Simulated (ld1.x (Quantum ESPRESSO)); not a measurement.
# Ranking TM semilocal potentials for nitrogen

All share these settings but for the change named:

ld1.x (Quantum ESPRESSO) 7.5 input, shortened:

```
&input
   title='N', zed=7., rel=1, dft='PBESOL', iswitch=3,
   config='[He] 2s1.75 2p3.25 3d-2'
 /
 &inputp
   pseudotype=1, tm=.true., lloc=0,
   nlcc=.true., new_core_ps=.true., rcore=0.45
 /
3
2P  2  1   3.25   0.00  2.30  2.30  0.0
3D  3  2  -2.00   0.45  2.30  2.30  0.0
2S  1  0   1.75   0.00  0.80  0.80  0.0
 &test
   configts(1)='2s1.75 2p3.25'
 /
```

Test errors are all-electron minus pseudo excitation energies from the reference, over 2s2 2p3; 2s2 2p2; 2s2 2p1; 2s2 2p0; 2s2 2p3.3; 2s0 2p5; 2s1 2p0. None of these files shows a bound ghost.

The base gives 4301.9 meV.

Of 7 variants that were run, those that failed, showed a ghost or another fault, or gave nearly equal values are left out.

A variant can come out equal or close to the base, since the largest error may sit in a test that the change hardly touches while other tests move.

(1) Rank these variants by their largest absolute test error, smallest first.
A. all radii but the core radius scaled by about 1.03 (s 0.82, p 2.38, d 2.38 bohr)
B. wave 2p (bound): rc 2.30 bohr becomes 2p (bound): rc 3.40 bohr
C. wave 2s (bound): rc 0.80 bohr becomes 2s (bound): rc 1.00 bohr

Results:

(1) C (4311.3 meV), A (5039.0 meV), B (13028.7 meV).
